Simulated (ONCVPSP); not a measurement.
**zirconium (Zr) ONCV: all-electron and pseudo phase curves**

* Element: Zr (Z = 40)
* Generator: ONCVPSP 4.0.1
* Type: optimised norm-conserving Vanderbilt (ONCV)
* Functional: LDA (Perdew-Wang 92)
* Relativity: scalar-relativistic
* Frozen core: [Ar] 3d10
* Valence charge: 12
* Reference configuration: 4s2 4p6 4d2 5s2
* Partial waves: 4s+5s: rc 2.25 bohr, ncon 4, nbas 7, qcut 5.1 1/bohr, 2 projectors; 4p: rc 1.55 bohr, ncon 4, nbas 7, qcut 4.5 1/bohr, 2 projectors, debl 0.5 Ha; 4d: rc 2.50 bohr, ncon 5, nbas 10, qcut 7.6 1/bohr, 2 projectors, debl 3.3 Ha; f scattering state at 0.08 Ha: rc 2.05 bohr, ncon 4, nbas 8, qcut 5.3 1/bohr, 2 projectors, debl 3.3 Ha
* Local potential: polynomial inside 1.40 bohr (lpopt 5, dvloc0 0 Ha)
* Core correction: Teter function, fcfact 3.25, rcfact 1.75

In the p channel the program set the typed energies aside and used -1.195, 0.250 Ha.

The phase is arctan(r·R′/R) of the radial function R(r), unwrapped; energies in Ha, scanned from -4 to 5 Ha. A pole is an energy at which the radial function vanishes at the test radius. The pseudo phase is shifted by a multiple of π to meet the all-electron one at the reference energy, and phase errors are pseudo minus all-electron; the curves can meet again beyond the range given. Levels narrower than the energy grid can be missing from the lists of poles.

```tsv
channel	radius (bohr)	reference energy (Ha)	poles, all-electron	poles, pseudo	unbroken range about the reference energy with phases within 0.05 rad	phase error 1 Ha above the reference energy (rad)
s	2.28	-0.17	-1.89, 2.73	-1.89, 2.53, 4.51	below 3.0	-0.003
p	1.57	-1.19	0.46	0.46	below 4.3	-0.000
d	2.54	-0.14	0.27, 3.56	0.27, 3.56	the whole range	-0.000
f	2.08	0.08	2.32	2.32	the whole range	+0.000
```

Phases in the p channel:

```
E (Ha)  all-electron  pseudo
 -3.98         1.126   1.125
 -3.50         1.030   1.030
 -3.02         0.863   0.863
 -2.54         0.524   0.523
 -2.06        -0.160  -0.161
 -1.58        -0.854  -0.854
 -1.10        -1.203  -1.203
 -0.62        -1.378  -1.378
 -0.14        -1.482  -1.482
  0.34        -1.555  -1.555
  0.82        -1.613  -1.613
  1.30        -1.666  -1.666
  1.78        -1.718  -1.719
  2.26        -1.778  -1.779
  2.74        -1.854  -1.855
  3.22        -1.963  -1.967
  3.70        -2.146  -2.159
  4.18        -2.508  -2.547
  4.66        -3.189  -3.276
```
